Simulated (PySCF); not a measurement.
**ORD: `InChI=1S/C3H6F2GeO/c4-3-1-7-2-6(3)5/h3,6H,1-2H2/t3-,6+/m0/s1`**

Molfile (atoms numbered from 1):
```
C3H6F2GeO
     RDKit          3D

 13 13  0  0  0  0  0  0  0  0999 V2000
    1.7788    0.6741   -1.3599 F   0  0  0  0  0  0  0  0  0  0  0  0
    1.1059    0.6142   -0.1513 C   0  0  2  0  0  0  0  0  0  0  0  0
    1.0152   -0.8272    0.3431 C   0  0  0  0  0  0  0  0  0  0  0  0
   -0.0794   -1.5051   -0.2401 O   0  0  0  0  0  0  0  0  0  0  0  0
   -1.2936   -0.8485   -0.0076 C   0  0  0  0  0  0  0  0  0  0  0  0
   -0.8365    1.0756   -0.4227 Ge  0  0  1  0  0  4  0  0  0  0  0  0
   -1.2743    2.0761    0.9719 F   0  0  0  0  0  0  0  0  0  0  0  0
    1.6617    1.2453    0.5444 H   0  0  0  0  0  0  0  0  0  0  0  0
    0.9093   -0.8161    1.4382 H   0  0  0  0  0  0  0  0  0  0  0  0
    1.9018   -1.3970    0.0617 H   0  0  0  0  0  0  0  0  0  0  0  0
   -1.6029   -0.9282    1.0448 H   0  0  0  0  0  0  0  0  0  0  0  0
   -2.0424   -1.3094   -0.6472 H   0  0  0  0  0  0  0  0  0  0  0  0
   -1.2480    1.9468   -1.5931 H   0  0  0  0  0  0  0  0  0  0  0  0
  1  2  1  0
  2  3  1  0
  3  4  1  0
  4  5  1  0
  5  6  1  0
  6  7  1  0
  6  2  1  0
  2  8  1  1
  3  9  1  0
  3 10  1  0
  5 11  1  0
  5 12  1  0
  6 13  1  6
M  END
```

Level of theory: PySCF, TDDFT CAM-B3LYP/def2-SVPD circular dichroism and optical rotation, one conformer, gas phase. Geometry: GFN2-xTB.

The calculation is non-relativistic, which matters for the atoms heavier than Zn.

Stereocentres: C2 S, Ge6 R.

Task: Give the optical rotatory dispersion at 633, 589.3, 546, 436, 405, 365, 355 nm.

Result: [α] in deg dm⁻¹ (g/mL)⁻¹:
| λ (nm) | origin-invariant length gauge | modified velocity gauge | length gauge (centre of mass) | isotropic polarisability (au) |
| --- | --- | --- | --- | --- |
| 633 | -4.8 | -6.0 | -5.5 | 68.8 |
| 589.3 | -5.2 | -6.6 | -6.0 | 69.1 |
| 546 | -5.5 | -7.1 | -6.5 | 69.4 |
| 436 | -5.1 | -7.5 | -6.7 | 70.7 |
| 405 | -3.9 | -6.6 | -5.8 | 71.3 |
| 365 | -0.2 | -3.4 | -2.6 | 72.3 |
| 355 | +1.3 | -1.9 | -1.2 | 72.6 |

Task: And for the mirror image at 589.3 nm?

Result: +5.2 deg dm⁻¹ (g/mL)⁻¹ (origin-invariant length gauge): the same size and the opposite sign.

Task: What is the molar rotation [Φ] = [α]·M/100 of the geometry above at 589.3 nm?

Result: With M = 168.71 g/mol, -8.7 deg cm² dmol⁻¹ (origin-invariant length gauge).

The first excitation lies at 5.97 eV (208 nm) with R = -9.4 × 10⁻⁴⁰ esu² cm² (velocity form).
